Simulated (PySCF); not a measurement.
C₇H₁₂BF.
Z-matrix (Å and degrees, PBE0-D3(BJ)/def2-SVP geometry), rows numbered from 1:
```
F 
C   1  1.3355
C   2  1.3293  1  122.50
C   3  1.4977  2  125.46  1    -0.42
C   4  1.5371  3  111.48  2  -113.77
B   5  1.5640  4  115.92  3  -163.99
C   6  1.5626  5  119.74  4    20.03
C   7  1.5284  6  115.32  5   -19.15
C   8  1.5255  7  112.61  6    38.06
H   2  1.0937  1  112.40  3  -179.82
H   3  1.0956  2  116.46  1  -179.62
H   4  1.1035  3  107.45  2     4.21
H   5  1.1148  4  109.42  3   -49.77
H   5  1.1025  4  111.67  3    64.29
H   6  1.2148  5  119.74  4  -167.35
H   7  1.1027  6  112.77  5  -150.53
H   7  1.1144  6  101.23  5    99.50
H   8  1.1046  7  109.16  6   -82.31
H   8  1.1027  7  111.03  6   161.61
H   9  1.1070  4  109.10  3    62.97
H   9  1.1018  4  109.15  3   -52.60
```

Level: PBE0/pcSseg-1 in PySCF, non-relativistic, on one gas-phase PBE0-D3(BJ)/def2-SVP geometry that isn't relaxed in the solvent. The solvent is an IEF-PCM continuum (Bondi radii, 1.10 Å for H, scaled by 1.2). Only the electrostatic response of the medium enters.

Gas phase at PBE0/pcSseg-1: HOMO -7.11 eV, LUMO -0.73 eV, dipole 1.42 D.

Task: What does the continuum do to the energy, the frontier levels and the dipole at PBE0/pcSseg-1 in benzene and dichloromethane?

Result: 
| solvent | ε | E(solvent) − E(gas) (kcal/mol) | polarisation term (kcal/mol) | distortion of the solute (kcal/mol) | HOMO (eV) | LUMO (eV) | dipole (D) |
| --- | --- | --- | --- | --- | --- | --- | --- |
| benzene | 2.271 | -1.21 | -1.27 | 0.06 | -7.08 | -0.64 | 1.60 |
| dichloromethane | 8.93 | -2.32 | -2.56 | 0.24 | -7.07 | -0.59 | 1.81 |

The polarisation term is half the interaction of the solute with the surface charges that it induces; the rest is the cost of distorting the solute's density. The sum is the electrostatic part of solvation alone. From benzene to dichloromethane the lowering changes by a factor 1.92, Onsager's factor (ε − 1)/(2ε + 1) by 1.83 and ε itself by 3.9.

Task: Which radius a makes the point-dipole formula ΔE = −[(ε − 1)/(2ε + 1)]·μ²/a³ give the value in dichloromethane, with the gas-phase dipole?

Result: μ = 0.557 au and |ΔE| = 0.00370 Eh give a = 1.74 Å; the farthest nucleus lies 4.22 Å from the centroid of the nuclei, so such a sphere wouldn't even hold the nuclei. The formula assumes a rigid point dipole at the centre of a sphere.

Task: Which Mulliken charges (PBE0/pcSseg-1) respond most in benzene (means over atoms taken as equivalent)?

Result: 
```
atoms             environment  gas (e)  solvent (e)  change
  H15            B–H hydrogen   +0.004       -0.008  -0.012
  H10        vinylic hydrogen   +0.104       +0.115  +0.011
   B6  three-coordinate boron   +0.366       +0.375  +0.009
   C2      vinylic C–F carbon   +0.268       +0.260  -0.008
  H11        vinylic hydrogen   +0.116       +0.124  +0.008
   F1          vinyl fluorine   -0.276       -0.283  -0.007
```

The run took 77 s wall on one thread, Arm Neoverse N1 (aarch64), no GPU, on a shared host, and the process peaked at 1.2 GiB of memory. This is the whole shielding run at PBE0/pcSseg-1 in dichloromethane, SCF included.
